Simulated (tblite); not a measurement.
C4H9GeO (doublet state).
Atom-mapped SMILES: `[CH2:1]/[CH:2]=[C:3](/[CH3:4])[O:5][GeH3:6]` (hydrogens: H7, H8 on C1; H9 on C2; H10, H11, H12 on C4; H13, H14, H15 on Ge6)
Bond orders are those of one Lewis drawing.

Computed with GFN2-xTB (tblite), gas phase: L-BFGS steps from a force-field or distance-geometry start until the largest atomic force falls under 0.01 eV/Å.

Step 36: E = -519.2900 eV
```
atom  x, y, z in Å  |  force x, y, z in eV/Å
C1      1.9316   -1.0929    0.0044   -0.043   0.056   0.076
C2      1.4546    0.1722    0.1894   -0.018   0.072  -0.115
C3      0.2070    0.6153   -0.2325   -0.044   0.029   0.098
C4     -0.2515    2.0235   -0.0316    0.040  -0.038  -0.057
O5     -0.6871   -0.2172   -0.8299    0.088   0.093   0.079
Ge6    -1.7598   -1.3807   -0.0499    0.017   0.080   0.018
H7      1.3512   -1.8388   -0.5151    0.037   0.017   0.060
H8      2.9006   -1.3649    0.3698    0.095  -0.123  -0.010
H9      2.0846    0.9146    0.6716   -0.100  -0.125  -0.068
H10    -0.6952    2.1670    0.9593   -0.015  -0.098  -0.048
H11    -1.0077    2.2450   -0.7804   -0.028   0.124   0.012
H12     0.5814    2.7156   -0.1247   -0.003   0.033  -0.033
H13    -1.5446   -2.6924   -0.7254    0.087  -0.070  -0.025
H14    -3.1370   -0.8733   -0.3422   -0.065   0.013   0.049
H15    -1.4324   -1.3849    1.4151   -0.049  -0.063  -0.036
```

Step 37: E = -519.2949 eV
```
atom  x, y, z in Å  |  force x, y, z in eV/Å
C1      1.9261   -1.0946    0.0105   -0.010   0.030   0.083
C2      1.4554    0.1759    0.1808    0.032   0.026  -0.126
C3      0.2059    0.6211   -0.2320   -0.024   0.011   0.077
C4     -0.2496    2.0293   -0.0300    0.012  -0.018  -0.054
O5     -0.6951   -0.2074   -0.8216    0.048   0.029   0.115
Ge6    -1.7609   -1.3874   -0.0465    0.100   0.144  -0.034
H7      1.3394   -1.8516   -0.4872    0.033   0.049   0.067
H8      2.8994   -1.3660    0.3712    0.031  -0.088  -0.034
H9      2.1010    0.9193    0.6400   -0.128  -0.109  -0.044
H10    -0.7024    2.1628    0.9590    0.026  -0.061  -0.060
H11    -1.0046    2.2557   -0.7793   -0.013   0.112   0.006
H12     0.5845    2.7209   -0.1203   -0.027   0.023   0.004
H13    -1.5335   -2.6856   -0.7372    0.089  -0.115  -0.036
H14    -3.1305   -0.8777   -0.3466   -0.130   0.022   0.049
H15    -1.4395   -1.4067    1.4173   -0.039  -0.055  -0.012
```

Q: Estimate the geometry and energy of step 38. (The exact step hangs on the optimiser's Hessian estimate; all steps are aligned on step 37, rigid shifts and turns removed.)

A: E = -519.3002 eV, largest force 0.222 eV/Å
```
atom  x, y, z in Å  |  force x, y, z in eV/Å
C1      1.9200   -1.0959    0.0189    0.045  -0.006   0.078
C2      1.4569    0.1806    0.1696    0.071  -0.041  -0.112
C3      0.2045    0.6276   -0.2296    0.016  -0.007   0.017
C4     -0.2476    2.0354   -0.0294   -0.021   0.023  -0.035
O5     -0.7024   -0.1964   -0.8109   -0.018  -0.050   0.123
Ge6    -1.7606   -1.3920   -0.0441    0.139   0.145  -0.095
H7      1.3291   -1.8631   -0.4570   -0.005   0.053   0.056
H8      2.8977   -1.3700    0.3722   -0.029  -0.032  -0.048
H9      2.1168    0.9228    0.6051   -0.116  -0.049   0.000
H10    -0.7094    2.1567    0.9574    0.058  -0.008  -0.055
H11    -1.0017    2.2697   -0.7779    0.005   0.083  -0.005
H12     0.5874    2.7267   -0.1157   -0.041   0.019   0.041
H13    -1.5205   -2.6808   -0.7498    0.081  -0.107  -0.027
H14    -3.1266   -0.8822   -0.3501   -0.159   0.021   0.050
H15    -1.4481   -1.4311    1.4194   -0.026  -0.043   0.011
```

The energy changes by -0.0053 eV. The first-order estimate −F·Δx gives -0.0073 eV and the mean of the old and new forces, exact on a quadratic surface, -0.0053 eV. The step makes an angle of 76° with the force vector and moves no atom by more than 0.038 Å.

What follows is the cost of the whole relaxation. Hardware: Arm Neoverse V1, one thread, no GPU, shared host with 64 logical CPUs at a one-minute load of 31. Cost: 0.69 s.
